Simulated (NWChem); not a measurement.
## CHF in NWChem

```xyz
3

C      0.5606    -0.4527     0.0000
F     -0.5266     0.2642     0.0000
H      1.3753     0.3381     0.0000
```
Charge 0, spin multiplicity 1.

Program: NWChem. The geometry was optimised at B3LYP/def2-SVP, a minimum by its harmonic frequencies.

Symmetry labels belong to the abelian group Cs used in the runs, with the axes of the coordinates shown.

The structure started from a generated list of species.

Problem. List the lowest 6 singlet excitations that TD-PBE/aug-cc-pVDZ gives, with oscillator strengths.

Solution. 
```
state  symmetry  energy (eV)  wavelength (nm)      f
-----  --------  -----------  ---------------  -----
1            a"         2.17              573  0.005
2            a'         5.45              228  0.060
3            a'         6.29              197  0.018
4            a"         7.12              174  0.020
5            a'         7.38              168  0.047
6            a"         7.79              159  0.013
```
